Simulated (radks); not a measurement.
The numbers below are computed, except where a source is named.
Initial-state core-level shifts of the holmium ion Ho+ when its valence configuration changes from [Xe] 4f11 6s1. Level of theory: Dirac Kohn-Sham, PBE, spin-unpolarised, spherical densities, finite nucleus; open shells fill j = l - 1/2 first; Fermi nuclear charge, rms radius 5.2022 fm (a radial shooting solver on a logarithmic mesh with Libxc functionals). Shifts are changes of the shell-averaged eigenvalues in eV (positive: less bound); the change of the density at the nucleus, which sets a Mossbauer isomer shift, is in e/bohr^3, on a base of 8.054e+05.

valence,1s,2s,2p,3s,density at nucleus
4f12,+5.925,+6.306,+6.257,+6.771,-60.19
4f11 6p1,-1.188,-1.175,-1.175,-1.158,-36.97
4f11 5d1,+1.567,+1.633,+1.633,+1.584,-40.02
4f10 6s2,-8.661,-9.264,-9.185,-10.008,+90.66
4f11.5 6s0.5,+3.441,+3.664,+3.635,+3.936,-33.90
4f10.5 5d0.5 6s1,-3.056,-3.289,-3.254,-3.660,+17.19
4f9 5d2 6s1,-13.624,-14.761,-14.583,-16.602,+79.81
4f10.5 6s1 6p0.5,-4.681,-4.954,-4.917,-5.290,+21.98
4f10 5d1 6s1,-6.368,-6.871,-6.793,-7.674,+36.42
